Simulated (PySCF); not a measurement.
H3InS2 (SMILES [SH][InH][SH]), singlet, at a GFN2-xTB geometry (such geometries of metal compounds can be far from the true shape) (core potentials on In); PBE/def2-SVP, polarisability by finite fields in PySCF.

PySCF was given this input:
```python
from pyscf import gto, scf, dft

mol = gto.Mole()
mol.atom = '''
    In   -0.333781   -0.285574    0.150459
    H    -1.583353   -1.354675    0.713732
    S     1.825452   -0.193997    1.219776
    H     1.517607   -1.117220    2.126176
    S    -0.678666    1.175157   -1.736716
    H    -1.927568    0.766468   -1.941377
'''
mol.basis = 'def2-svp'
mol.ecp = {'In': 'def2-svp'}
mol.charge = 0
mol.spin = 0
mol.verbose = 4
mol.build()

mf = dft.RKS(mol)
mf.xc = 'pbe'
mf.conv_tol = 1e-6
mf.kernel()
h0, z, done = mf.get_hcore(), mol.intor('int1e_r')[2], []
def energy(F):
    f = mf.copy()
    f.scf_summary = {}
    f.get_hcore = lambda *a: h0 + F * z
    e = f.kernel(mf.make_rdm1())
    done.append(f.converged)
    return e
F = 2e-4
alpha = -(energy(F) + energy(-F) - 2 * mf.e_tot) / F**2
print('alpha_zz =', alpha)
```

Output, abridged:

```
PySCF version 2.14.0

[INPUT] verbose = 4
[INPUT] num. atoms = 6
[INPUT] num. electrons = 56
[INPUT] charge = 0
[INPUT] spin (= nelec alpha-beta = 2S) = 0
[INPUT] symmetry False subgroup None
[INPUT] Mole.unit = angstrom
[INPUT] Symbol           X                Y                Z      unit          X                Y                Z       unit  Magmom
[...]
nuclear repulsion = 215.864761461031
number of shells = 35
number of NR pGTOs = 154
number of NR cGTOs = 77
basis = def2-svp
ecp = {'In': 'def2-svp'}

******** <class 'pyscf.dft.rks.RKS'> ********
method = RKS
initial guess = minao
damping factor = 0
level_shift factor = 0
DIIS = <class 'pyscf.scf.diis.CDIIS'>
diis_start_cycle = 1
diis_space = 8
diis_damp = 0
SCF conv_tol = 1e-06
SCF conv_tol_grad = None
SCF max_cycles = 50
direct_scf = True
direct_scf_tol = 1e-13
XC library pyscf.dft.libxc version 7.1.2
    S. Lehtola, C. Steigemann, M. J. T. Oliveira, and M. A. L. Marques,  SoftwareX 7, 1–5 (2018)
XC functionals = pbe
    J. P. Perdew, K. Burke, and M. Ernzerhof,  Phys. Rev. Lett. 77, 3865 (1996)
    J. P. Perdew, K. Burke, and M. Ernzerhof,  Phys. Rev. Lett. 78, 1396 (1997)
    J. P. Perdew, K. Burke, and M. Ernzerhof,  Phys. Rev. Lett. 77, 3865 (1996)
    J. P. Perdew, K. Burke, and M. Ernzerhof,  Phys. Rev. Lett. 78, 1396 (1997)
radial grids:
    Treutler-Ahlrichs [JCP 102, 346 (1995); DOI:10.1063/1.469408] (M4) radial grids

becke partition: Becke, JCP 88, 2547 (1988); DOI:10.1063/1.454033
pruning grids: <function nwchem_prune>
grids dens level: 3
symmetrized grids: False
atomic radii adjust function: <function treutler_atomic_radii_adjust>
small_rho_cutoff = 0
Set gradient conv threshold to 0.001
Initial guess from minao.
tot grids = 89064
init E= -966.868697068238
[...]
cycle= 1 E= -985.889587217616  delta_E=  -19  |g|= 2.53  |ddm|= 12.7
[...]
cycle= 2 E= -947.625319907309  delta_E= 38.3  |g|= 7.48  |ddm|= 14.6
[...]
cycle= 3 E= -987.589246507048  delta_E=  -40  |g|= 0.882  |ddm|= 13.7
[...]
cycle= 4 E= -987.215401354712  delta_E= 0.374  |g|= 1.14  |ddm|= 2.16
[...]
cycle= 5 E= -987.757955452098  delta_E= -0.543  |g|= 0.184  |ddm|= 1.93
[...]
cycle= 6 E= -987.764700933385  delta_E= -0.00675  |g|= 0.127  |ddm|= 0.458
[...]
cycle= 7 E= -987.770752992529  delta_E= -0.00605  |g|= 0.0118  |ddm|= 0.182
[...]
cycle= 8 E= -987.770804294716  delta_E= -5.13e-05  |g|= 0.00128  |ddm|= 0.0172
[...]
cycle= 9 E= -987.770805036705  delta_E= -7.42e-07  |g|= 0.000312  |ddm|= 0.00305
[...]
Extra cycle  E= -987.770804952217  delta_E= 8.45e-08  |g|= 0.000549  |ddm|= 0.0016
converged SCF energy = -987.770804952217

******** <class 'pyscf.dft.rks.RKS'> ********
method = RKS
initial guess = minao
damping factor = 0
level_shift factor = 0
DIIS = <class 'pyscf.scf.diis.CDIIS'>
diis_start_cycle = 1
diis_space = 8
diis_damp = 0
SCF conv_tol = 1e-06
SCF conv_tol_grad = None
SCF max_cycles = 50
direct_scf = True
direct_scf_tol = 1e-13
XC library pyscf.dft.libxc version 7.1.2
    S. Lehtola, C. Steigemann, M. J. T. Oliveira, and M. A. L. Marques,  SoftwareX 7, 1–5 (2018)
XC functionals = pbe
    J. P. Perdew, K. Burke, and M. Ernzerhof,  Phys. Rev. Lett. 77, 3865 (1996)
    J. P. Perdew, K. Burke, and M. Ernzerhof,  Phys. Rev. Lett. 78, 1396 (1997)
    J. P. Perdew, K. Burke, and M. Ernzerhof,  Phys. Rev. Lett. 77, 3865 (1996)
    J. P. Perdew, K. Burke, and M. Ernzerhof,  Phys. Rev. Lett. 78, 1396 (1997)
radial grids:
    Treutler-Ahlrichs [JCP 102, 346 (1995); DOI:10.1063/1.469408] (M4) radial grids

becke partition: Becke, JCP 88, 2547 (1988); DOI:10.1063/1.454033
pruning grids: <function nwchem_prune>
grids dens level: 3
symmetrized grids: False
atomic radii adjust function: <function treutler_atomic_radii_adjust>
small_rho_cutoff = 0
Overwritten attributes  get_hcore  of <class 'pyscf.dft.rks.RKS'>
Set gradient conv threshold to 0.001
init E= -987.77245625719
[...]
cycle= 1 E= -987.772455749751  delta_E= 5.07e-07  |g|= 0.00199  |ddm|= 0.00768
[...]
cycle= 2 E= -987.772451650526  delta_E= 4.1e-06  |g|= 0.00374  |ddm|= 0.00986
[...]
cycle= 3 E= -987.772457618113  delta_E= -5.97e-06  |g|= 0.000401  |ddm|= 0.00631
[...]
cycle= 4 E= -987.772457675011  delta_E= -5.69e-08  |g|= 6.14e-05  |ddm|= 0.000629
[...]
Extra cycle  E= -987.772457670938  delta_E= 4.07e-09  |g|= 0.000119  |ddm|= 0.000301
converged SCF energy = -987.772457670938

******** <class 'pyscf.dft.rks.RKS'> ********
method = RKS
initial guess = minao
damping factor = 0
level_shift factor = 0
DIIS = <class 'pyscf.scf.diis.CDIIS'>
diis_start_cycle = 1
diis_space = 8
diis_damp = 0
SCF conv_tol = 1e-06
SCF conv_tol_grad = None
SCF max_cycles = 50
direct_scf = True
direct_scf_tol = 1e-13
XC library pyscf.dft.libxc version 7.1.2
    S. Lehtola, C. Steigemann, M. J. T. Oliveira, and M. A. L. Marques,  SoftwareX 7, 1–5 (2018)
XC functionals = pbe
    J. P. Perdew, K. Burke, and M. Ernzerhof,  Phys. Rev. Lett. 77, 3865 (1996)
    J. P. Perdew, K. Burke, and M. Ernzerhof,  Phys. Rev. Lett. 78, 1396 (1997)
    J. P. Perdew, K. Burke, and M. Ernzerhof,  Phys. Rev. Lett. 77, 3865 (1996)
    J. P. Perdew, K. Burke, and M. Ernzerhof,  Phys. Rev. Lett. 78, 1396 (1997)
radial grids:
    Treutler-Ahlrichs [JCP 102, 346 (1995); DOI:10.1063/1.469408] (M4) radial grids

becke partition: Becke, JCP 88, 2547 (1988); DOI:10.1063/1.454033
pruning grids: <function nwchem_prune>
grids dens level: 3
symmetrized grids: False
atomic radii adjust function: <function treutler_atomic_radii_adjust>
small_rho_cutoff = 0
Set gradient conv threshold to 0.001
init E= -987.769153647235
[...]
cycle= 1 E= -987.769152096812  delta_E= 1.55e-06  |g|= 0.00265  |ddm|= 0.00898
[...]
cycle= 2 E= -987.769143454734  delta_E= 8.64e-06  |g|= 0.00532  |ddm|= 0.0134
[...]
cycle= 3 E= -987.769155335797  delta_E= -1.19e-05  |g|= 0.0004  |ddm|= 0.00868
[...]
cycle= 4 E= -987.769155398538  delta_E= -6.27e-08  |g|= 6.82e-05  |ddm|= 0.000667
[...]
Extra cycle  E= -987.769155393984  delta_E= 4.55e-09  |g|= 0.000128  |ddm|= 0.000315
converged SCF energy = -987.769155393984
alpha_zz = 79.01221579231787
```
